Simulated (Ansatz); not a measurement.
Input file for Ansatz (an electronic-structure program): R-HF/def2-TZVPP on F2Ge (SMILES [F][Ge][F]), atoms moved off the minimum.

Ansatz 0.2 input:
```yaml
crystal:
  periodic: [false, false, false]
  atoms:
    - {symbol: Ge, position_ang: [0.00913676, -0.03186553, 0.38329657]}
    - {symbol: F, position_ang: [0.56634366, 1.17618800, -0.78969769]}
    - {symbol: F, position_ang: [-0.71648545, -1.06710193, -0.75708546]}
basis:
  gaussian:
    orbitals: def2-TZVPP
hamiltonian:
  xc: {name: HF}
scf: {lower_state_search: off}
output: {forces: true}
```

Output:

```
WARN ansatz: RAYON_NUM_THREADS=1 ignored (pool sized by the plan → 1); use --threads N
Functional definition: HF
these checks for a lower state are left out or cut short: stability, starts, cluster_reference, orbital_swaps, neighbouring_geometries, increment
integrals: 0.03 GiB planned
859 factors; their error is unknown
mean field: 0.22 GiB planned
mean field evaluation 1: about -61885.9252 eV, gradient 4.1e1 eV
mean field evaluation 2: about -61887.4414 eV, gradient 3.2e1 eV
mean field evaluation 4: about -61888.7445 eV, gradient 9.1e-1 eV
mean field evaluation 8: about -61889.9749 eV, gradient 7.6e-2 eV
mean field -61889.97489321 eV, -2274.4146267938 hartree, gradient 1.0e-6 eV, S^2 0.000000; 0 other end points of the search recorded, 0 dependent functions left out
the calculation of the forces begins
reference -61889.97489321 eV, -2274.4146267938 hartree; 25, 25 occupied and 85, 85 virtual orbitals, 859 factors
Total energy: -61889.97489321 eV, -2274.4146267938 hartree
Atom 0 at     0.009137    -0.031866     0.383297 Å, force     0.581494     1.164977    -0.749348 eV/Å
Atom 1 at     0.566344     1.176188    -0.789698 Å, force    -0.446192    -0.969956     0.952130 eV/Å
Atom 2 at    -0.716485    -1.067102    -0.757085 Å, force    -0.135302    -0.195021    -0.202782 eV/Å
Dipole moment:     0.008617    -0.098523     0.563127 e Å
Checks for a lower state left out: stability, starts, cluster_reference, orbital_swaps, neighbouring_geometries, increment
```

The calculation finished and met its thresholds.

Cost: very roughly 1.7 core-seconds.
